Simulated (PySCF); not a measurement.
Estimate the missing entries of this data sheet.

Compound: 3-butene-1,1,1-tricarbonitrile, C7H5N3.
Atom-mapped SMILES: `[CH2:1]=[CH:2][CH2:3][C:4]([C:5]#[N:6])([C:7]#[N:8])[C:9]#[N:10]` (hydrogens: H11, H12 on C1; H13 on C2; H14, H15 on C3)

Conformer (atom-mapped SMILES and torsion angles): `[CH2:1]=[CH:2][CH2:3][C:4]([C:5]#[N:6])([C:7]#[N:8])[C:9]#[N:10]`: C1–C2–C3–C4 113°, C2–C3–C4–C5 -59°.

```csv
property,level,value
point group of the GFN2-xTB geometry,GFN2-xTB,C1
"rotational constants A, B, C of the GFN2-xTB geometry",GFN2-xTB,"1.715, 1.077, 0.987 GHz"
dipole moment,PBE0/def2-SVPD,?
HOMO energy,PBE0/def2-SVPD,?
LUMO energy,PBE0/def2-SVPD,?
lowest singlet excitation,TDDFT PBE0/def2-SVPD,"6.54 eV (190 nm, f = 0.029)"
strongest line among the 6 lowest singlet transitions,TDDFT PBE0/def2-SVPD,"S4 at 7.45 eV (166 nm, f = 0.314)"
lowest triplet excitation (Tamm–Dancoff),TDA PBE0/def2-SVPD,4.40 eV
static isotropic polarisability,PBE0/def2-SVPD,?
electronic spatial extent ⟨r²⟩ about the centre of nuclear charge,PBE0/def2-SVPD,?
13C chemical shifts (computed TMS as zero) by class,GIAO PBE0/pcSseg-1,"135.7 (C2), 135.0 (C1), 114.9 (C5/C7/C9), 48.2 (C3), 24.8 (C4) ppm"
1H chemical shifts (computed TMS as zero) by class,GIAO PBE0/pcSseg-1,?
"isotropic shieldings of nuclei other than C and H, by class",GIAO PBE0/pcSseg-1,-48 (N6/N8/N10) ppm
```

The electronic properties come from PySCF, for the isolated species, density fitting. NMR classes are plain means over equivalent atoms (diastereotopic ones count apart unless rotation or inversion swaps them), as if these changed places fast; in this geometry the members of some classes differ.

Question: Give the HOMO energy.

Answer: -8.76 eV.

Question: Give the dipole moment.

Answer: 4.30 D.

Question: What is the electronic spatial extent ⟨r²⟩ about the centre of nuclear charge?

Answer: 1354 bohr².

Question: What is the LUMO energy?

Answer: -1.27 eV.

Question: What is the static isotropic polarisability?

Answer: 88.5 au.

Question: The 1H chemical shifts (computed TMS as zero) by class?

Answer: 6.32 (H13), 6.04 (H11), 6.01 (H12), 2.98 (H14/H15) ppm.

A dipole of 4.30 D is allowed in C1, and pure rotational transitions are dipole-allowed. The principal polarisabilities are 75.3, 86.2 and 103.9 au; their mean is the isotropic value. The polarisability is 13.11 Å³ as a volume (1 au = 0.148185 Å³), or 1.30 au for each of the 68 electrons. The vertical singlet–triplet gap S1 − T1 is 2.14 eV (TDDFT singlet less Tamm–Dancoff triplet; S1: HOMO→LUMO, weight 0.52, beside HOMO→LUMO+1, weight 0.38; T1: HOMO→LUMO, weight 0.52, beside HOMO→LUMO+3, weight 0.31). The rotational constants make it an asymmetric top with κ = (2B − A − C)/(A − C) = -0.75, nearer the prolate limit (−1).

For the NMR shielding job (PBE0/pcSseg-1), on an Arm Neoverse V1 with one thread (shared host), this took 39 s of wall time (with the writing of density and orbital grids) and 0.88 GiB of memory at its peak.

One conformer stands for the species.
